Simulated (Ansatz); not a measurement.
The cluster Ti₂Cl. Total charge 0; quartet. Geometry r2SCAN-D4/def2-TZVP; atoms count from 1.

```csv
atom,x (Å),y (Å),z (Å)
Ti1,0.1686,-1.7108,0.9333
Ti2,0.5491,-0.0041,-0.0924
Cl3,-0.7178,1.7149,-0.8409
```

The charge 0 quartet is spin-contaminated (final ⟨S²⟩ up to 4.21, 3.75 for a pure state). At PBE0-D4/def2-TZVP a doublet of charge 0 lies 0.41 eV below the quartet, each at its own geometry. The structure comes from a short search, and lower isomers may exist.

(1) Estimate the Mulliken populations from the PBE0/def2-TZVP orbitals of Ansatz.

(2) Where does the spin sit?

(3) And the Mayer bond orders between heavy atoms (over 0.3)?

Results:

(1) 
| atom | charge (e) | spin (α − β) | d electrons |
| --- | --- | --- | --- |
| Ti1 | 0.06 | 2.86 | 2.87 |
| Ti2 | 0.39 | 0.08 | 2.73 |
| Cl3 | -0.45 | 0.06 | – |
Mulliken values depend strongly on the basis.

(2) Summed by element: Ti 2.94, Cl 0.06, of 3 unpaired in all. Largest on single atoms: Ti1 2.86, Ti2 0.08, Cl3 0.06.

(3) Ti1–Ti2 2.74 (2.03 Å); Ti2–Cl3 0.97 (2.26 Å).
